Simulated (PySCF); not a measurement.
Li(Me) cation (CH3Li), SMILES [Li][CH3] (connectivity only; charge and spin as stated), charge +1, multiplicity 2.

The structure is a stationary point at ωB97X-D3(BJ)/def2-TZVPD. The multiplicity is an assumed one; other spin states were not compared. The isomer is the one that the SMILES or the coordinates give; other isomers of the formula were not compared.

Two levels are set side by side: PBE/def2-TZVPD (PySCF) and CAM-B3LYP/def2-TZVPD (PySCF). Same geometry, gas phase. Differences are taken from unrounded values.

```tsv
quantity	CAM-B3LYP
α-spin orbital gap (eV)	9.58
β-spin orbital gap (eV)	11.18
mean polarisability (bohr³)	15.7
```

Q: What does PBE give, and how far is it from CAM-B3LYP? (Estimate from the structure and the level; the computed values follow.)

A: 
| quantity | PBE | PBE minus CAM-B3LYP |
|---|---|---|
| α-spin orbital gap (eV) | 5.82 | -3.76 |
| β-spin orbital gap (eV) | 5.84 | -5.33 |
| mean polarisability (bohr³) | 16.3 | 0.6 |

Loosely held outer electrons make PBE densities more polarisable. Differences between two approximate levels are no errors against the true value.

Rough cost on one machine, each run with all the roots and properties that it gave: CAM-B3LYP against PBE within a factor of 2.
